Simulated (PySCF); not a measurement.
**C₆ coefficients of unlike pairs at PBE0**

Calculated with PySCF 2.14 from the dipole response of each species, C₆(A,B) = (3/π) ∫ α_A(iu) α_B(iu) du, in atomic units, from isotropic polarisabilities. For ions this is the dispersion term alone; charge-induced terms of lower order in 1/R come first.

```tsv
species	configuration	basis	relativity	α (bohr³)	C₆ (like pair)
Te²⁺	[Kr] 4d10 5s2 5p2 (3P)	def2-TZVPPD with the def2 core potential (28 electrons) (7s6p4d2f)	core potential	14.94	99.84
I²⁺	[Kr] 4d10 5s2 5p3 (4S)	aug-cc-pVQZ-DK3 (9s8p6d3f2g)	spin-free X2C	13.72	93.60
Pb²⁺	[Xe] 4f14 5d10 6s2 (1S)	aug-cc-pVQZ-PP with ECP60MDF (7s7p5d3f2g)	core potential	13.76	93.14
Te³⁺	[Kr] 4d10 5s2 5p1 (2P)	aug-cc-pVQZ-DK3 (9s8p6d3f2g)	spin-free X2C	10.65	54.31
```

(1) Estimate C₆ for Te³⁺ with Pb²⁺.

No spin-orbit coupling is included.

The other pairs:

```json
{"pair": "I²⁺, Te²⁺", "C₆": "96.56"}
{"pair": "Te³⁺, Te²⁺", "C₆": "73.59"}
{"pair": "Pb²⁺, I²⁺", "C₆": "93.11"}
{"pair": "Te³⁺, I²⁺", "C₆": "71.26"}
{"pair": "Pb²⁺, Te²⁺", "C₆": "96.09"}
```

Answers

(1) The integral gives 71.00. The combination rule 2 C_A C_B / (C_A α_B/α_A + C_B α_A/α_B) gives 71.12 and the geometric mean 71.12.
